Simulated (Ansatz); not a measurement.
**Molecular dynamics of C₂H₇AlOSi**

The input (input.yaml):

```yaml
crystal:
  periodic: [false, false, false]
  atoms:
    - { symbol: O, position_ang: [0.181485, 2.028216, 0.470037] }
    - { symbol: C, position_ang: [0.231464, 0.539455, 0.561062] }
    - { symbol: C, position_ang: [-1.179944, -0.218454, 0.273686] }
    - { symbol: Al, position_ang: [-0.433718, -1.662574, -0.790419] }
    - { symbol: Si, position_ang: [1.394976, -0.282015, -0.783394] }
    - { symbol: H, position_ang: [-0.505304, 2.255133, 1.228285] }
    - { symbol: H, position_ang: [0.57183, 0.222882, 1.587945] }
    - { symbol: H, position_ang: [-1.755927, -0.410388, 1.203064] }
    - { symbol: H, position_ang: [-1.80729, 0.451841, -0.356427] }
    - { symbol: H, position_ang: [-0.9501, -3.024815, -1.219879] }
    - { symbol: H, position_ang: [1.611788, 0.63933, -1.897176] }
    - { symbol: H, position_ang: [2.717639, -0.59391, -0.242882] }
magnetization:
  spin_polarized: true
basis:
  gaussian: { orbitals: STO-3G }
hamiltonian:
  xc: blyp
md:
  timestep: 1.0
  n_steps: 250
  ensemble: nve
  temperature: 400.0
  initial_velocities: maxwell_boltzmann
  seed: 780797
```

Run as:

```bash
$ ansatz run input.yaml --threads 1 --pin off --max-ram 2048MiB --backend cpu --events-out ev --progress --plain --runs-dir out
```

It starts from a relaxed structure.

Output, in part (one step line in 5, the closing report, with atoms numbered from 0):

```
md step     0: t =     0.00 fs  T =   400.0 K  F+E_penalty+E_count = -18479.66295393 eV  E_kin = 0.517040 eV  conserved = -18479.14591394 eV  (26 SCF iters)
md step     5: t =     5.00 fs  T =   219.2 K  F+E_penalty+E_count = -18479.42321688 eV  E_kin = 0.283390 eV  conserved = -18479.13982732 eV  (26 SCF iters)
md step    10: t =    10.00 fs  T =   162.5 K  F+E_penalty+E_count = -18479.34964447 eV  E_kin = 0.210019 eV  conserved = -18479.13962548 eV  (26 SCF iters)
md step    15: t =    15.00 fs  T =   166.5 K  F+E_penalty+E_count = -18479.35163276 eV  E_kin = 0.215208 eV  conserved = -18479.13642444 eV  (26 SCF iters)
md step    20: t =    20.00 fs  T =   205.0 K  F+E_penalty+E_count = -18479.40247323 eV  E_kin = 0.264998 eV  conserved = -18479.13747548 eV  (26 SCF iters)
md step    25: t =    25.00 fs  T =   234.1 K  F+E_penalty+E_count = -18479.43991323 eV  E_kin = 0.302591 eV  conserved = -18479.13732266 eV  (26 SCF iters)
md step    30: t =    30.00 fs  T =   157.8 K  F+E_penalty+E_count = -18479.33911623 eV  E_kin = 0.203997 eV  conserved = -18479.13511939 eV  (27 SCF iters)
md step    35: t =    35.00 fs  T =   129.6 K  F+E_penalty+E_count = -18479.30257217 eV  E_kin = 0.167505 eV  conserved = -18479.13506667 eV  (26 SCF iters)
md step    40: t =    40.00 fs  T =   273.5 K  F+E_penalty+E_count = -18479.49543936 eV  E_kin = 0.353517 eV  conserved = -18479.14192285 eV  (26 SCF iters)
md step    45: t =    45.00 fs  T =   248.7 K  F+E_penalty+E_count = -18479.46184159 eV  E_kin = 0.321428 eV  conserved = -18479.14041346 eV  (26 SCF iters)
md step    50: t =    50.00 fs  T =   223.5 K  F+E_penalty+E_count = -18479.43118192 eV  E_kin = 0.288845 eV  conserved = -18479.14233722 eV  (26 SCF iters)
md step    55: t =    55.00 fs  T =   219.5 K  F+E_penalty+E_count = -18479.42336898 eV  E_kin = 0.283729 eV  conserved = -18479.13963974 eV  (26 SCF iters)
md step    60: t =    60.00 fs  T =   205.9 K  F+E_penalty+E_count = -18479.40674522 eV  E_kin = 0.266184 eV  conserved = -18479.14056087 eV  (26 SCF iters)
md step    65: t =    65.00 fs  T =   317.1 K  F+E_penalty+E_count = -18479.55424039 eV  E_kin = 0.409830 eV  conserved = -18479.14441056 eV  (26 SCF iters)
md step    70: t =    70.00 fs  T =   249.5 K  F+E_penalty+E_count = -18479.46437829 eV  E_kin = 0.322497 eV  conserved = -18479.14188141 eV  (26 SCF iters)
md step    75: t =    75.00 fs  T =   169.0 K  F+E_penalty+E_count = -18479.35864515 eV  E_kin = 0.218475 eV  conserved = -18479.14016969 eV  (26 SCF iters)
md step    80: t =    80.00 fs  T =   202.2 K  F+E_penalty+E_count = -18479.39895694 eV  E_kin = 0.261381 eV  conserved = -18479.13757600 eV  (26 SCF iters)
md step    85: t =    85.00 fs  T =   203.5 K  F+E_penalty+E_count = -18479.40155253 eV  E_kin = 0.263009 eV  conserved = -18479.13854373 eV  (26 SCF iters)
md step    90: t =    90.00 fs  T =   240.9 K  F+E_penalty+E_count = -18479.45045177 eV  E_kin = 0.311429 eV  conserved = -18479.13902316 eV  (26 SCF iters)
md step    95: t =    95.00 fs  T =   191.4 K  F+E_penalty+E_count = -18479.38310936 eV  E_kin = 0.247378 eV  conserved = -18479.13573184 eV  (26 SCF iters)
md step   100: t =   100.00 fs  T =   139.9 K  F+E_penalty+E_count = -18479.31604622 eV  E_kin = 0.180848 eV  conserved = -18479.13519831 eV  (26 SCF iters)
md step   105: t =   105.00 fs  T =   219.6 K  F+E_penalty+E_count = -18479.42125141 eV  E_kin = 0.283905 eV  conserved = -18479.13734690 eV  (28 SCF iters)
md step   110: t =   110.00 fs  T =   228.5 K  F+E_penalty+E_count = -18479.43476347 eV  E_kin = 0.295384 eV  conserved = -18479.13937988 eV  (26 SCF iters)
md step   115: t =   115.00 fs  T =   196.8 K  F+E_penalty+E_count = -18479.39515130 eV  E_kin = 0.254324 eV  conserved = -18479.14082733 eV  (26 SCF iters)
md step   120: t =   120.00 fs  T =   215.0 K  F+E_penalty+E_count = -18479.41665161 eV  E_kin = 0.277860 eV  conserved = -18479.13879134 eV  (26 SCF iters)
md step   125: t =   125.00 fs  T =   234.9 K  F+E_penalty+E_count = -18479.44699960 eV  E_kin = 0.303642 eV  conserved = -18479.14335723 eV  (26 SCF iters)
md step   130: t =   130.00 fs  T =   273.5 K  F+E_penalty+E_count = -18479.49681595 eV  E_kin = 0.353579 eV  conserved = -18479.14323706 eV  (26 SCF iters)
md step   135: t =   135.00 fs  T =   296.3 K  F+E_penalty+E_count = -18479.52672312 eV  E_kin = 0.382983 eV  conserved = -18479.14373997 eV  (26 SCF iters)
md step   140: t =   140.00 fs  T =   185.9 K  F+E_penalty+E_count = -18479.38104721 eV  E_kin = 0.240356 eV  conserved = -18479.14069169 eV  (26 SCF iters)
md step   145: t =   145.00 fs  T =   220.7 K  F+E_penalty+E_count = -18479.42395056 eV  E_kin = 0.285330 eV  conserved = -18479.13862020 eV  (26 SCF iters)
md step   150: t =   150.00 fs  T =   174.1 K  F+E_penalty+E_count = -18479.36223468 eV  E_kin = 0.225021 eV  conserved = -18479.13721389 eV  (26 SCF iters)
md step   155: t =   155.00 fs  T =   188.8 K  F+E_penalty+E_count = -18479.38259072 eV  E_kin = 0.243979 eV  conserved = -18479.13861134 eV  (26 SCF iters)
md step   160: t =   160.00 fs  T =   243.2 K  F+E_penalty+E_count = -18479.45116689 eV  E_kin = 0.314299 eV  conserved = -18479.13686778 eV  (26 SCF iters)
md step   165: t =   165.00 fs  T =   173.0 K  F+E_penalty+E_count = -18479.35953944 eV  E_kin = 0.223556 eV  conserved = -18479.13598381 eV  (26 SCF iters)
md step   170: t =   170.00 fs  T =   167.4 K  F+E_penalty+E_count = -18479.35111023 eV  E_kin = 0.216361 eV  conserved = -18479.13474949 eV  (27 SCF iters)
md step   175: t =   175.00 fs  T =   205.6 K  F+E_penalty+E_count = -18479.40424586 eV  E_kin = 0.265725 eV  conserved = -18479.13852065 eV  (26 SCF iters)
md step   180: t =   180.00 fs  T =   201.5 K  F+E_penalty+E_count = -18479.39824057 eV  E_kin = 0.260426 eV  conserved = -18479.13781415 eV  (26 SCF iters)
md step   185: t =   185.00 fs  T =   243.7 K  F+E_penalty+E_count = -18479.45293617 eV  E_kin = 0.315022 eV  conserved = -18479.13791411 eV  (26 SCF iters)
md step   190: t =   190.00 fs  T =   229.4 K  F+E_penalty+E_count = -18479.43636635 eV  E_kin = 0.296466 eV  conserved = -18479.13990056 eV  (26 SCF iters)
md step   195: t =   195.00 fs  T =   195.4 K  F+E_penalty+E_count = -18479.39318126 eV  E_kin = 0.252621 eV  conserved = -18479.14056032 eV  (26 SCF iters)
md step   200: t =   200.00 fs  T =   278.1 K  F+E_penalty+E_count = -18479.50280325 eV  E_kin = 0.359431 eV  conserved = -18479.14337274 eV  (26 SCF iters)
md step   205: t =   205.00 fs  T =   237.4 K  F+E_penalty+E_count = -18479.44917704 eV  E_kin = 0.306812 eV  conserved = -18479.14236465 eV  (26 SCF iters)
md step   210: t =   210.00 fs  T =   209.4 K  F+E_penalty+E_count = -18479.40975725 eV  E_kin = 0.270696 eV  conserved = -18479.13906080 eV  (26 SCF iters)
md step   215: t =   215.00 fs  T =   208.4 K  F+E_penalty+E_count = -18479.41094603 eV  E_kin = 0.269404 eV  conserved = -18479.14154169 eV  (26 SCF iters)
md step   220: t =   220.00 fs  T =   198.1 K  F+E_penalty+E_count = -18479.39442268 eV  E_kin = 0.256014 eV  conserved = -18479.13840830 eV  (26 SCF iters)
md step   225: t =   225.00 fs  T =   270.8 K  F+E_penalty+E_count = -18479.48996603 eV  E_kin = 0.349976 eV  conserved = -18479.13998975 eV  (26 SCF iters)
md step   230: t =   230.00 fs  T =   187.8 K  F+E_penalty+E_count = -18479.37892699 eV  E_kin = 0.242779 eV  conserved = -18479.13614757 eV  (27 SCF iters)
md step   235: t =   235.00 fs  T =   167.0 K  F+E_penalty+E_count = -18479.35074435 eV  E_kin = 0.215922 eV  conserved = -18479.13482276 eV  (26 SCF iters)
md step   240: t =   240.00 fs  T =   166.7 K  F+E_penalty+E_count = -18479.35193668 eV  E_kin = 0.215425 eV  conserved = -18479.13651180 eV  (26 SCF iters)
md step   245: t =   245.00 fs  T =   220.7 K  F+E_penalty+E_count = -18479.42372661 eV  E_kin = 0.285219 eV  conserved = -18479.13850730 eV  (27 SCF iters)
md step   250: t =   250.00 fs  T =   225.6 K  F+E_penalty+E_count = -18479.42965951 eV  E_kin = 0.291655 eV  conserved = -18479.13800423 eV  (27 SCF iters)
Total energy: -18479.42993558 eV, -679.1065243251 hartree
Atom 0 at     0.172275     2.018909     0.488026 Å, force    -0.143125    -0.344763     0.811765 eV/Å
Atom 1 at     0.207819     0.532211     0.557562 Å, force     1.878342    -1.219538     0.266511 eV/Å
Atom 2 at    -1.162401    -0.212184     0.223798 Å, force    -0.617871     0.571174     1.073716 eV/Å
Atom 3 at    -0.440833    -1.667359    -0.767039 Å, force     0.340107    -0.281152    -0.277988 eV/Å
Atom 4 at     1.403809    -0.275458    -0.798457 Å, force    -0.889221     0.973381    -0.609588 eV/Å
Atom 5 at    -0.379161     2.209207     1.362700 Å, force    -0.004854     0.329625    -0.194696 eV/Å
Atom 6 at     0.631758     0.077772     1.566246 Å, force    -0.814082     1.132571    -1.060254 eV/Å
Atom 7 at    -1.772082    -0.333693     1.157532 Å, force    -0.100821    -0.000991    -0.571626 eV/Å
Atom 8 at    -1.690011     0.481104    -0.463151 Å, force    -0.424875    -0.039331     0.005677 eV/Å
Atom 9 at    -1.059727    -3.010722    -1.087764 Å, force     0.123334    -0.144245    -0.117178 eV/Å
Atom 10 at     1.636706     0.718562    -1.897065 Å, force    -0.136898    -0.674937     0.468962 eV/Å
Atom 11 at     2.678396    -0.497429    -0.191065 Å, force     0.789965    -0.301793     0.204698 eV/Å
Dipole moment:    -0.154298    -0.530141    -0.070853 e Å
```

All steps were run. The conserved energy stayed within 1.4 meV per atom of its start (net change 0.66 meV per atom), so the integration is sound. The temperature averaged 0.50 of the 400 K drawn at the start: a run that starts near a minimum puts about half its kinetic energy into the potential. A run of 0.25 ps of so small a system gives no equilibrium averages. Limits of this set-up: minimal basis.

The same pairs are bonded in the first frame and the last. Pairs count as bonded within 1.25 times the sum of covalent radii (0.12 Å more for H–H).

Last frame:

```xyz
12
Properties=species:S:1:pos:R:3
O 0.172 2.019 0.488
C 0.208 0.532 0.558
C -1.162 -0.212 0.224
Al -0.441 -1.667 -0.767
Si 1.404 -0.276 -0.798
H -0.379 2.209 1.363
H 0.632 0.078 1.566
H -1.772 -0.334 1.157
H -1.690 0.481 -0.463
H -1.060 -3.011 -1.088
H 1.637 0.719 -1.897
H 2.678 -0.497 -0.191
```

Time of the run: 14 min on 1 thread of Arm Neoverse V2, with other jobs on the host, peak memory 0.12 GiB.
